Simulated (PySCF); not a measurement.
C₄H₈BN, SMILES NB1CC=CC1.

Geometry optimised at PBE0-D3(BJ)/def2-SVP. The structure was generated by enumeration, and PubChem lists no compound with its InChIKey, so it may never have been made. The values are those of a single conformer.

These are PBE/def2-TZVP run with PySCF values and carry that method's errors.

Computed frontier levels, gap, dipole moment and polarisability:
- highest occupied level = -5.49 eV
- lowest empty level = -0.18 eV
- orbital gap = 5.32 eV
- dipole moment = 2.03 D
- quadrupole, principal values (traceless, Buckingham form, about the centre of nuclear charge) = -5.76, 0.17, 5.59 D·Å
- mean static polarisability = 67.8 bohr³ (10.05 Å³)
- polarisability, principal values = 49.2, 76.9, 77.4 bohr³
